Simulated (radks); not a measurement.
Values are calculated unless marked as measured or tabulated.
The tellurium ion Te2+ inside a hard spherical wall (all orbitals vanish at R), configuration held at [Kr] 4d10 5s2 5p2 and not refilled when levels cross. Code: a radial shooting solver on a logarithmic mesh with Libxc functionals. Model: scalar-relativistic Kohn-Sham, PBEsol, spin-polarised, spherical densities, finite nucleus; open shells are filled with parallel spins first (spin-orbit coupling, left out, can overturn this in heavy ions); Fermi nuclear charge, rms radius 4.7423 fm. Eigenvalues in eV for spin up, with the zero of energy where the potential of the charges vanishes at infinity; a dash marks a level that is unbound or too diffuse for the functional's potential to be trusted. A positive occupied level is held by the wall or, in an anion where self-interaction has pushed it up, behind a barrier. The pressure on the wall is -dE/dV.

R (bohr),E (hartree),kinetic (hartree),e(4p),e(4d),e(5s),e(5p),"e(5d, empty)","e(6s, empty)",pressure (GPa)
free,-6790.39226,7113.743,-133.66,-60.995,-33.504,-23.103,-10.750,-10.568,0
15,-6790.39226,7113.743,-133.66,-60.995,-33.504,-23.103,-10.750,-10.568,< 0.0001
8,-6790.39222,7113.744,-133.66,-60.992,-33.503,-23.100,-10.680,-10.260,0.00338
7,-6790.39189,7113.748,-133.64,-60.977,-33.491,-23.086,-10.514,-9.660,0.0381
5,-6790.36894,7113.952,-133.09,-60.437,-33.079,-22.515,-8.373,-3.382,4.34
4,-6790.22702,7114.864,-131.21,-58.643,-31.439,-20.147,-3.080,10.278,46.8
3.5,-6789.95729,7116.288,-128.93,-56.475,-28.937,-16.616,3.397,26.016,161
3,-6789.22901,7119.642,-124.73,-52.488,-23.065,-8.702,16.193,55.811,606
2.5,-6787.10286,7128.500,-116.43,-44.448,-7.959,10.449,43.430,116.55,2680
2,-6779.87673,7156.373,-97.539,-24.841,36.719,63.182,108.70,255.87,15400
